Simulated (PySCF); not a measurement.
[PySCF 2.14: shielding tensors at PBE0/pcSseg-1 (GIAO); geometry from GFN2-xTB; averaged over atoms made equivalent by symmetry, fast rotation or ring inversion; no solvent; single conformer; no relativistic terms]

Referencing at the same level of theory: 1H (31.72 ppm) and 13C (186.93 ppm) vs TMS. Acid and N–H amide carbonyl carbons lie up to 10 ppm further downfield in solution (hydrogen bonding). Shifts are as computed. Against solution values, carbons near 30 ppm lie about +3 ppm off and those near 130 ppm about +5 ppm; carbons on Cl a further +6 ppm. Of 1211 compounds with measured shifts, 218 miss one by over three times the rms of a fit or turn the order of signals round; such compounds aren't used in these exercises. Carbons bonded to Cl come out too deshielded. OH and NH positions are gas-phase values without hydrogen bonding to other molecules.

**Question.** Order these molecules by the shift of their most deshielded carbon, lowest δ first.
A. O=CO[C@@H]1C=C[C@@H]1F
B. C=C(F)/C=C\C(=O)O
C. C#CCP=C=COC
D. O=C([SiH3])C(F)(F)F

**Answer.** A (164.8 ppm, ester carbonyl carbon), B (172.4 ppm, fully substituted alkene carbon), D (227.4 ppm, carbonyl carbon), C (268.0 ppm, cumulene carbon).

**Question.** Order these molecules by the shift of their most shielded carbon-bound hydrogen, lowest δ first.
A. O=CO[C@@H]1C=C[C@@H]1F
B. C=C(F)/C=C\C(=O)O
C. C#CCP=C=COC

**Answer.** C (1.65 ppm, hydrogen on a terminal alkyne carbon), B (4.87 ppm, hydrogen on a terminal =CH2 carbon), A (5.71 ppm, hydrogen on an allylic sp3 CH bonded to F).

**Question.** How many 13C and 1H signals does each give (equivalence by symmetry and fast rotation, but not about amide C–N or C=N bonds)? `C#CCP=C=COC`, `C=C(F)/C=C\C(=O)O`, `O=C([SiH3])C(F)(F)F`, `C[C@@H](F)[C@H](F)C(=O)Cl`, `O=CO[C@@H]1C=C[C@@H]1F`

**Answer.** C#CCP=C=COC: 6 C, 4 H; C=C(F)/C=C\C(=O)O: 5 C, 5 H; O=C([SiH3])C(F)(F)F: 2 C, 1 H; C[C@@H](F)[C@H](F)C(=O)Cl: 4 C, 3 H; O=CO[C@@H]1C=C[C@@H]1F: 5 C, 5 H.
